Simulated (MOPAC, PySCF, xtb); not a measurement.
Noncovalent pair: HF (SMILES F) (first 2 atoms) with CH2O2 (SMILES O=CO); geometry from B3LYP-D3(BJ)/def2-TZVP, rigid monomers moved along the line of their centres of mass till H2···O3 is 2.93 Å.
(charge 0, multiplicity 1):
```xyz
7

F      0.39017     0.00140     0.46205
H     -0.15532    -0.47250     1.09499
O     -0.86843    -0.75219     3.91900
C     -0.28708    -0.00262     4.67651
O      0.61344     0.89863     4.32842
H     -0.45787    -0.00032     5.75723
H      0.74115     0.86893     3.35367
```

Interaction energies are E(AB) − E(A) − E(B) at the monomers' geometry in the complex; basis-set methods are counterpoise corrected. Rows marked so take none.

Rows in 3-21G carry no dispersion term and start afresh at each structure. The state reached by AM1, PM6 isn't checked.

Run with MOPAC for AM1, PM6 (differences of heats of formation); PySCF for 3-21G rows; xtb for the GFN methods. Values without a source in brackets are computed.

Problem. One of these levels gives -3.87 kcal/mol for the interaction energy. Which one is it?
(A) GFN2-xTB
(B) HF/3-21G (no counterpoise)
(C) PM6
(D) AM1

Solution. B, HF/3-21G (no counterpoise). The others give -1.71 (AM1), -1.39 (PM6), -3.15 (GFN2-xTB)
